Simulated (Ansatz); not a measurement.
BrF2HOSn, SMILES `[OH][Sn]([F])([F])[Br]`, relaxed with RKS PBE0-D4/def2-TZVP in Ansatz 0.2.0 from a PBE-D4/def2-SVP geometry. The force threshold is 0.005 eV/Å; the program also tests the step.

Total charge 0; spin multiplicity 1. Sn takes the def2 core potential.

Start:

```xyz
6

O     1.378    0.899    0.156
Sn   -0.150   -0.345   -0.062
F     0.598   -2.124    0.080
F    -0.865   -0.207   -1.865
Br   -2.006   -0.045    1.552
H     1.046    1.821    0.138
```

Problem. By how much does the energy fall, and how many steps does the optimiser take? (Best estimate.)

Solution. The calculation gave: 12.30 kJ/mol, in 5 steps.

Problem. Which bonds change most? (Estimate.)

Solution. Computed: O1–Sn2 from 1.983 to 1.925 Å; Sn2–Br5 from 2.478 to 2.424 Å; Sn2–F4 from 1.944 to 1.895 Å; Sn2–F3 from 1.935 to 1.886 Å.

Problem. Give the relaxed structure. (An estimate is asked.)

Solution. The calculation gave: 
```xyz
6

O     1.324    0.876    0.150
Sn   -0.154   -0.340   -0.057
F     0.586   -2.070    0.078
F    -0.847   -0.206   -1.815
Br   -1.977   -0.063    1.517
H     1.067    1.802    0.127
```
